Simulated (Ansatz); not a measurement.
Ansatz (a quantum-chemistry and plane-wave program) input (PBE/def2-TZVP):

Ansatz 0.2 input:
```yaml
crystal:
  periodic: [false, false, false]
  atoms:
    - {symbol: Al, position_ang: [-0.00000000, -0.00000000, -1.20443026]}
    - {symbol: Cl, position_ang: [0.00000000, 0.00000000, 0.92103490]}
basis:
  gaussian:
    orbitals: def2-TZVP
hamiltonian:
  xc: {name: PBE}
magnetization: {spin_polarized: true, initial_magnetization: 2}
relax: {f_tol: 0.003, max_steps: 100}
```

End of the output:

```
mean field -19109.84456557 eV, -702.2738346669 hartree, gradient 1.0e-5 eV, S^2 2.001597; 0 other end points of the search recorded, 0 dependent functions left out
the calculation of the forces begins
reference -19109.84459543 eV, -702.2738357643 hartree; 16, 14 occupied and 58, 60 virtual orbitals, 515 factors
relax step   3: F+E_penalty+E_count = -19109.84456557 eV  Δ(F+E_penalty+E_count) = -5.174e-6 eV  max|allowed force component| = 7.641e-5 eV/Å  Δτ_max = 0.0004 Å  (20 SCF iters, accepted)
integrals: 0.01 GiB planned
515 factors; their error is unknown
mean field: 0.17 GiB planned
mean field evaluation 96: about -19109.8159 eV, gradient 1.8e0 eV
mean field -19109.84456557 eV, -702.2738346669 hartree, gradient 1.0e-5 eV, S^2 2.001597; 8 other end points of the search recorded, 0 dependent functions left out
the calculation of the forces begins
reference -19109.84459543 eV, -702.2738357643 hartree; 16, 14 occupied and 58, 60 virtual orbitals, 515 factors
Total energy: -19109.84459543 eV, -702.2738357643 hartree
Atom 0 at    -0.000000    -0.000000    -1.205851 Å, force     0.000000    -0.000000    -0.000076 eV/Å
Atom 1 at     0.000000     0.000000     0.922456 Å, force    -0.000000     0.000000     0.000076 eV/Å
Dipole moment:    -0.000000    -0.000000    -0.306513 e Å
```

This is an excited triplet: at this geometry the singlet lies 2.97 eV lower at CCSD(T)/CBS(aug-cc-pV(T+d)Z,aug-cc-pV(Q+d)Z).
